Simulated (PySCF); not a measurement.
SMILES [OH][Sn]([O]C)([CH3])[CH3] (C3H10O2Sn) (GFN2-xTB optimised geometry):

```
16

C     -0.642     1.423    -0.606
O     -1.418     0.426     0.000
Sn    -1.009    -1.532     0.000
C     -1.667    -2.461    -1.892
C     -1.763    -2.163     1.955
O      0.995    -1.532     0.000
H     -0.789     1.447    -1.689
H     -0.975     2.373    -0.185
H      0.421     1.300    -0.398
H     -2.699    -2.189    -2.076
H     -1.577    -3.539    -1.826
H     -1.039    -2.086    -2.694
H     -2.693    -1.645     2.147
H     -1.923    -3.235     1.963
H     -1.027    -1.889     2.702
H      1.418    -2.373    -0.158
```

Calculation: CAM-B3LYP/def2-TZVP, def2 effective core potentials past Kr (PySCF).

Q: What are the frontier orbital energies and the dipole moment?

A: HOMO-2 -9.31 eV, HOMO-1 -9.11 eV, HOMO -8.50 eV, LUMO 0.46 eV, LUMO+1 1.24 eV; dipole moment 3.13 D.
